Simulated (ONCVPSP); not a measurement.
Cs, ONCV: configuration errors across variants

```json
{
 "Element": "Cs (Z = 55)",
 "Generator": "ONCVPSP 4.0.1",
 "Type": "optimised norm-conserving Vanderbilt (ONCV)",
 "Functional": "LDA (Perdew-Wang 92)",
 "Relativity": "scalar-relativistic",
 "Frozen core": "[Kr] 4d10",
 "Valence charge": "9",
 "Reference configuration": "5s2 5p6 6s1",
 "Partial waves": "5s+6s: rc 2.70 bohr, ncon 4, nbas 8, qcut 4.5 1/bohr, 2 projectors; 5p: rc 3.40 bohr, ncon 4, nbas 7, qcut 4.9 1/bohr, 2 projectors, debl 3 Ha; d scattering state at 0.34 Ha: rc 3.00 bohr, ncon 5, nbas 9, qcut 3.1 1/bohr, 2 projectors, debl 0.8 Ha",
 "Local potential": "polynomial inside 2.40 bohr (lpopt 4, dvloc0 0 Ha)",
 "Core correction": "Teter function, fcfact 1.5, rcfact 1.2"
}
```

In the d channel the program set the typed energies aside and used 0.050, 0.850 Ha.

All-electron excitation energies from the reference (eV): (1) 5s2 5p6 6s0 3.997; (2) 5s2 5p6 6s0.5 1.553; (3) 5s2 5p6 6s0 6p1 1.474; (4) 5s2 5p5 6s1 17.990.

A true bound ghost makes a file unfit for plane-wave use even where its test errors are small: the radial tests pick states by their node count and pass the ghost by.

Errors AE − PS in meV (a dash: test not solved or not reliable):

```tsv
change	(1)	(2)	(3)	(4)	bound ghosts	GHOST(+) flags above zero
base	-0.2	-0.1	-1.3	-25	none	none
all radii but the core radius scaled by about 0.78 (s 2.12, p 2.66, d 2.36 bohr); local potential polynomial inside 1.88 bohr (lpopt 4, dvloc0 0 Ha)	-0.1	0.0	+0.9	-11	none	none
all radii but the core radius scaled by about 0.82 (s 2.22, p 2.80, d 2.48 bohr); local potential polynomial inside 1.98 bohr (lpopt 4, dvloc0 0 Ha)	-0.1	0.0	+1.2	-14	none	s
all radii but the core radius scaled by about 0.91 (s 2.46, p 3.10, d 2.74 bohr); local potential polynomial inside 2.20 bohr (lpopt 4, dvloc0 0 Ha)	-0.1	-0.1	+2.0	-20	none	s
all radii but the core radius scaled by about 0.95 (s 2.56, p 3.22, d 2.84 bohr); local potential polynomial inside 2.28 bohr (lpopt 4, dvloc0 0 Ha)	-0.2	-0.1	+1.4	-23	none	s
all radii but the core radius scaled by about 1.07 (s 2.88, p 3.64, d 3.20 bohr); local potential polynomial inside 2.56 bohr (lpopt 4, dvloc0 0 Ha)	-0.2	-0.1	+8.6	-19	none	none
all radii but the core radius scaled by about 1.15 (s 3.12, p 3.92, d 3.46 bohr); local potential polynomial inside 2.78 bohr (lpopt 4, dvloc0 0 Ha)	-0.2	-0.1	+14	-24	none	d
all radii but the core radius scaled by about 1.19 (s 3.22, p 4.06, d 3.58 bohr); local potential polynomial inside 2.86 bohr (lpopt 4, dvloc0 0 Ha)	-0.3	-0.1	+12	-16	none	none
all radii but the core radius scaled by about 1.32 (s 3.56, p 4.48, d 3.94 bohr); local potential polynomial inside 3.16 bohr (lpopt 4, dvloc0 0 Ha)	-0.4	-0.1	-0.1	-15	none	none
```

**Question.** Give the same row for: all radii but the core radius scaled by about 1.26 (s 3.40, p 4.28, d 3.76 bohr); local potential polynomial inside 3.02 bohr (lpopt 4, dvloc0 0 Ha).

**Answer.** -7.9, -1.1, –, -307; bound ghosts: p; GHOST(+) flags above zero: p.
